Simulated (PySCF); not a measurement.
Ge(Cl)(OH) (ClGeHO), SMILES [OH][Ge][Cl] (connectivity only; charge and spin as stated), neutral, multiplicity 1.

Geometry: ωB97X-D3(BJ)/def2-TZVP. The values are those of a single conformer.

All values below come from PySCF with ωB97X/def2-TZVPD.

The molecule is in vacuum.

Computed frontier levels, gap, dipole moment and polarisability:
```yaml
highest_occupied_level: -10.05 eV
lowest_empty_level: -0.40 eV
orbital_gap: 9.65 eV
dipole_moment: 3.18 D
quadrupole, principal values (traceless, Buckingham form, about the centre of nuclear charge): -5.09, 1.39, 3.71 D·Å
mean_static_polarisability: 51.2 bohr³ (7.58 Å³)
polarisability_principal_values: 41.0, 48.3, 64.3 bohr³
```
